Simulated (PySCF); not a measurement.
Electronic absorption of C5H13NSi

C₅H₁₃NSi.
SMILES: `CC[C@H]1C[Si@@H](N)C1`

Level of theory: TDDFT B3LYP/def2-SVPD, vertical, gas phase, core orbitals frozen in the response (PySCF 2.14.0, density-fitted response routines). Geometry: GFN2-xTB, one conformer, isolated molecule. Torsions of this conformer, `[CH3:1][CH2:2][C@H:3]1[CH2:4][Si@@H:5]([NH2:6])[CH2:7]1`: C1–C2–C3–C4 177°, H–N6–Si5–C4 156°, H–N6–Si5–C4 -70°.

```json
{"state": "S1", "E (eV)": "6.07", "λ (nm)": "204.1", "ν̃ (cm⁻¹)": "48990", "f": "0.019", "main configurations (H = HOMO, L = LUMO)": "H→L (97%)"}
{"state": "S2", "E (eV)": "6.43", "λ (nm)": "192.9", "ν̃ (cm⁻¹)": "51850", "f": "0.0027", "main configurations (H = HOMO, L = LUMO)": "H→L+1 (90%)"}
{"state": "S3", "E (eV)": "6.75", "λ (nm)": "183.6", "ν̃ (cm⁻¹)": "54460", "f": "0.0001", "main configurations (H = HOMO, L = LUMO)": "H-1→L (98%)"}
{"state": "S4", "E (eV)": "6.90", "λ (nm)": "179.7", "ν̃ (cm⁻¹)": "55650", "f": "0.0089", "main configurations (H = HOMO, L = LUMO)": "H→L+2 (86%)"}
{"state": "S5", "E (eV)": "7.14", "λ (nm)": "173.6", "ν̃ (cm⁻¹)": "57600", "f": "0.054", "main configurations (H = HOMO, L = LUMO)": "H-1→L+1 (47%), H-2→L (42%)"}
{"state": "S6", "E (eV)": "7.20", "λ (nm)": "172.2", "ν̃ (cm⁻¹)": "58060", "f": "0.023", "main configurations (H = HOMO, L = LUMO)": "H-2→L (51%), H-1→L+1 (37%), H→L+3 (8%)"}
{"state": "S7", "E (eV)": "7.29", "λ (nm)": "170.0", "ν̃ (cm⁻¹)": "58830", "f": "0.056", "main configurations (H = HOMO, L = LUMO)": "H→L+3 (66%), H-1→L+2 (14%), H-1→L+1 (11%)"}
{"state": "S8", "E (eV)": "7.32", "λ (nm)": "169.3", "ν̃ (cm⁻¹)": "59070", "f": "0.048", "main configurations (H = HOMO, L = LUMO)": "H-1→L+2 (76%), H→L+3 (15%)"}
```

Triplets, Tamm–Dancoff:

```tsv
state	E (eV)	λ (nm)	main configurations (H = HOMO, L = LUMO)
T1	5.80	213.8	H→L (90%)
T2	6.21	199.6	H→L+1 (84%)
T3	6.51	190.6	H-1→L+1 (79%), H-1→L+2 (8%)
```

The lowest singlet comes at 204 nm (586 kJ/mol) in the ultraviolet; it is weak; its leading configuration is HOMO→LUMO (97%). The most intense listed level is S7 at 7.29 eV (170 nm, f = 0.056), 1.22 eV above S1. Löwdin shares by element: HOMO nitrogen 37%, silicon 14%, hydrogen 10% or more, carbon 9% or more (atoms not listed hold the other 30%); LUMO hydrogen 33% or more, silicon 32%, nitrogen 16% (atoms not listed hold the other 19%). The oscillator strengths of these states sum to 0.212; summed over the whole spectrum of an exact calculation they would give the number of electrons, 64 (Thomas–Reiche–Kuhn). The listed states span 1.25 eV, and the widest gap between neighbours is 0.35 eV (S1 to S2). Of the 8 states listed, 5 reach f = 0.01 and 1 stays under 0.0005. No computed singlet lies in the visible range (380 to 750 nm); the lowest, at 204 nm, stands 2.81 eV above its violet end (3.26 eV). Only the lowest 8 singlets were computed, as vertical energies without vibronic structure.
